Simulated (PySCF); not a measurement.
Telling isomers of C₇H₁₁ClO apart by NMR

- GIAO PBE0/pcSseg-1 shieldings
- coordinates at the GFN2-xTB level
- code: PySCF 2.14
- non-relativistic, equivalent nuclei averaged, a single conformation, in vacuum

Chemical shifts δ = σref − σ; ¹H (31.72 ppm) and ¹³C (186.93 ppm) against TMS, all at this level. Where no couplings were computed, multiplicities follow the n + 1 count of equivalent neighbours, and m marks all less simple cases (inequivalent or close neighbours, rings, F or P nearby). Shifts are as computed. Against solution values, carbons near 30 ppm lie about +3 ppm off and those near 130 ppm about +5 ppm; carbons on Cl a further +6 ppm. Of 1211 compounds with measured shifts, 218 miss one by over three times the rms of a fit or turn the order of signals round; such compounds aren't used in these exercises. Carbons bonded to Cl come out too deshielded.

(1) Tabulate the signals of `C/C(=C/C(C)C)C(=O)Cl`, `C=C[C@H](C(=O)Cl)C(C)C` and their relative energies.

(2) What is the quickest way to tell C/C(=C/C(C)C)C(=O)Cl from C=C[C@H](C(=O)Cl)C(C)C?

Results:

(1) 
```json
{"SMILES": "C/C(=C/C(C)C)C(=O)Cl", "carbon types": "2×C 2×CH 3×CH3", "δC": "176.7, 172.9, 133.8, 33.9, 26.8, 23.9", "δH": "6.67 (d, 1H), 3.37 (m, 1H), 2.19 (s, 3H), 1.04 (d, 6H)", "E rel. (kcal/mol)": "0.0"}
{"SMILES": "C=C[C@H](C(=O)Cl)C(C)C", "carbon types": "1×C 3×CH 1×CH2 2×CH3", "δC": "185.7, 144.8, 130.8, 76.5, 34.8, 22.5, 22.2", "δH": "5.85 (m, 1H), 5.77 (m, 1H), 5.76 (m, 1H), 2.92 (m, 1H), 2.00 (m, 1H), 1.05 (d, 3H), 0.90 (d, 3H)", "E rel. (kcal/mol)": "5.3"}
```

Energies are electronic energies at PBE0/pcSseg-1 on these geometries, without zero-point or thermal terms, each for the one conformer computed, which needn't be the lowest.

(2) Count the carbon signals: 6 against 7. The first has an α carbon of a C=C–C=O unit (C) at 133.8 ppm, the second a terminal =CH2 carbon at 130.8 ppm. Their most deshielded carbons lie at 176.7 and 185.7 ppm. In the proton spectra the most deshielded non-exchanging signals are 6.67 (d, 1H) and 5.85 (m, 1H).
